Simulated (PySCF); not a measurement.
1,2-difluorocyclopenta-1,3-diene (C5H4F2), SMILES C1(F)CC=CC=1F.

Geometry optimised at B3LYP-D3(BJ)/def2-SVP. One conformer was computed; it need not be the lowest.

Level of theory: PBE/def2-TZVP (PySCF).

| Quantity | Value |
|---|---|
| total energy | -392.29477 hartree |
| point group | Cs |
| highest occupied level | -5.27 eV |
| lowest empty level | -1.69 eV |
| orbital gap | 3.58 eV |
| dipole moment | 2.28 D |
| quadrupole, principal values (traceless, Buckingham form, about the centre of nuclear charge) | -1.49, -0.95, 2.44 D·Å |
| mean static polarisability | 56.7 bohr³ (8.40 Å³) |
| polarisability, principal values | 37.9, 64.0, 68.2 bohr³ |
